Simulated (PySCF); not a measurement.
## Computed properties of (Z)-1-bromo-2-chloro-1,2-difluoroethene (C₂BrClF₂), SMILES F/C(Cl)=C(\F)Br

C2BrClF2, SMILES F/C(=C(/Br)F)Cl. Geometry optimised at TPSSh-D3(BJ)/def2-SVP. One conformer was computed; it need not be the lowest. All values are computed for the isolated molecule unless a solvent is named; none is compared with measurement here.

**Structure.** The optimised structure has Cs symmetry. All 12 harmonic modes at TPSSh-D3(BJ)/def2-SVP (PySCF) are real, so it is a minimum. With heavy atoms numbered as in [F:1]/[C:2]([Cl:3])=[C:4](\[F:5])[Br:6], the shortest bond between them is F1–C2 at 1.328 Å and the longest C4–Br6 at 1.867 Å.

**Vibrations.** The strongest infrared lines (harmonic, unscaled, degenerate partners summed) lie at 1171 cm⁻¹ (332 km/mol, C 67 %, F 32 %), 928 cm⁻¹ (158 km/mol, C 77 %, F 17 %), 1228 cm⁻¹ (37 km/mol, C 73 %, F 26 %). The softest mode is at 136 cm⁻¹ and the zero-point energy is 11.1 kcal/mol.

**Electronic structure.** ωB97X/def2-TZVP (PySCF) places the frontier levels at -9.63 and 1.75 eV, a gap of 11.38 eV, and gives a dipole moment of 0.98 D and a mean polarisability of 55.2 bohr³. PBE/def2-TZVP (PySCF) at the same geometry gives -6.08 and -1.60 eV, so its gap is 6.90 eV narrower. An orbital gap is neither the optical nor the fundamental gap.

**Excitations.** TDDFT-M06-2X/def2-SVPD (PySCF) has S1 at 5.09 eV (243 nm, f = 0.000, dark); the most intense of the 10 singlets computed lies at 6.65 eV (f = 0.24). T1 (TDA) is at 4.20 eV. TDDFT-PBE/def2-SVPD (PySCF) puts S1 at 4.58 eV. No vertical singlet excitation falls in the visible range (under 3.1 eV).

**NMR.** GIAO shifts at KT2/pcSseg-1 (PySCF) (non-relativistic, atoms alike by connectivity averaged): ¹³C from 145.5 to 147.7 ppm against TMS; ¹⁹F from -130.2 to -123.1 ppm against CFCl3. Without spin–orbit terms, shifts of atoms bonded to Cl or Br come out too high.

**Solvation.** SMD-ωB97X/def2-SVP (PySCF) gives 2.1 kcal/mol in water, -2.3 kcal/mol in chloroform, -1.8 kcal/mol in ethylethanoate (1 M in both phases, gas-phase geometry); of these solvents chloroform holds the molecule best.
